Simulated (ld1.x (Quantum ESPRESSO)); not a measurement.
# Transferability test, ultrasoft potential for O

- Element: O
- Generator: ld1.x (Quantum ESPRESSO) 7.5
- Type: ultrasoft
- Functional: LDA (PZ)
- Relativity: non-relativistic
- Frozen core: [He]
- Valence charge: 6
- Reference configuration: 2s2 2p2 (charge +2)
- Partial waves: 2s (bound): rcut 0.60, rcutus 0.70 bohr; 2s channel at 0.95 Ry: rcut 0.60, rcutus 0.70 bohr; 2p (bound): rcut 0.70, rcutus 0.95 bohr; 2p channel at -1.25 Ry: rcut 0.70, rcutus 0.95 bohr
- Local potential: all-electron potential smoothed inside 0.70 bohr (lloc = -2)
- Core correction: Bessel-smoothed model core inside 0.45 bohr
- Augmentation charge: PSQ, radius 0.50 bohr

Energies are relative to the spin-unpolarised reference configuration 2s2 2p2; without spin polarisation the order of configurations can differ from experiment. Spin-polarised rows fill each open shell by Hund’s rule, majority spin first.

(1) Give the all-electron excitation energy and the error of the potential for: 2s2 2p4; 2s2 2p3; 2s2 2p1; 2s2 2p0; 2s1 2p4; 2s0 2p6; 2s2 2p3.5; 2s2 2p2 (spin-polarised); 2s2 2p4 (spin-polarised).

Levels in the configuration 2s2 2p3.5:

```csv
level,all-electron (eV),pseudo (eV)
2s,-31.108,-31.103
2p,-16.438,-16.439
```

## Answers

(1)

| valence configuration | charge | ΔE all-electron (eV) | error AE − PS (meV) |
| --- | --- | --- | --- |
| 2s2 2p4 | 0 | -50.307 | 0.0 |
| 2s2 2p3 | +1 | -33.716 | -0.3 |
| 2s2 2p1 | +3 | 53.967 | -1.3 |
| 2s2 2p0 | +4 | 130.920 | -6.1 |
| 2s1 2p4 | +1 | -18.935 | +18 |
| 2s0 2p6 | 0 | -21.187 | +66 |
| 2s2 2p3.5 | +0.5 | -43.937 | -0.2 |
| 2s2 2p2 (spin-polarised) | +2 | -2.234 | +13 |
| 2s2 2p4 (spin-polarised) | 0 | -51.717 | +6.9 |
